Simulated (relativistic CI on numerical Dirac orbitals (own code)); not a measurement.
## Transition arrays of Cu3+

Method of calculation: Dirac-Coulomb-Breit CI, orbitals from a KLI potential per configuration, a model potential for QED, valence Slater integrals scaled by 0.9, whole transition arrays (own radial code, finite nucleus).

Configurations in the expansion (outside the closed core [Ne] 3s2): 3p⁶3d⁸, 3p⁶3d⁷4f, 3p⁵3d⁹, 3p⁶3d⁷4p, 3p⁶3d⁷5f. Levels of other configurations are missing.

All E1 lines from the levels of 3p⁶3d⁸; mean and standard deviation are weighted by gf, and upper levels are sorted by their leading configuration.

```tsv
Upper configuration	Lines	Σgf	Mean (eV)	Mean (nm)	σ (eV)	Strongest line (nm)
3p⁶3d⁷4f	721	17.9	43.62	28.426	2.35	29.438
3p⁵3d⁹	60	40.2	78.97	15.700	3.99	14.696
3p⁶3d⁷4p	466	24.2	25.39	48.833	1.96	51.812
3p⁶3d⁷5f	721	13.1	48.41	25.610	2.29	26.369
```

Σgf per state of the lower configuration in bins of 1 nm over the central range (centre: value): 14.5: 0.23, 15.5: 0.34, 16.5: 0.28, 17.5: 0.04, 23.5: 0.02, 24.5: 0.06, 25.5: 0.11, 26.5: 0.12, 27.5: 0.14, 28.5: 0.07, 29.5: 0.14, 30.5: 0.01, 31.5: 0.02, 41.5: 0.02, 42.5: 0.02, 45.5: 0.01, 46.5: 0.08, 47.5: 0.09, 48.5: 0.07, 49.5: 0.05, 50.5: 0.02, 51.5: 0.07, 52.5: 0.04, 53.5: 0.05.

(1) How do configuration mixing and the scaling of the Slater integrals move the arrays?

## Answers

(1) Slater scale 0.9, no configuration mixing: 3p⁶3d⁷4f 43.6 ± 2.3 eV (Σgf 18.9), 3p⁵3d⁹ 79.0 ± 4.0 eV (Σgf 38.6), 3p⁶3d⁷4p 25.4 ± 1.9 eV (Σgf 24.5), 3p⁶3d⁷5f 48.5 ± 2.3 eV (Σgf 12.5); Slater scale 1: 3p⁶3d⁷4f 43.6 ± 2.6 eV (Σgf 17.7), 3p⁵3d⁹ 79.2 ± 4.4 eV (Σgf 40.4), 3p⁶3d⁷4p 25.5 ± 2.2 eV (Σgf 24.3), 3p⁶3d⁷5f 48.4 ± 2.6 eV (Σgf 13.3); Slater scale 0.8: 3p⁶3d⁷4f 43.6 ± 2.1 eV (Σgf 18.2), 3p⁵3d⁹ 78.7 ± 3.6 eV (Σgf 39.9), 3p⁶3d⁷4p 25.3 ± 1.7 eV (Σgf 24.2), 3p⁶3d⁷5f 48.5 ± 2.0 eV (Σgf 12.8). With mixing, levels are counted to their leading configuration, so an array can shrink or vanish into another, and the sums then hold other lines.
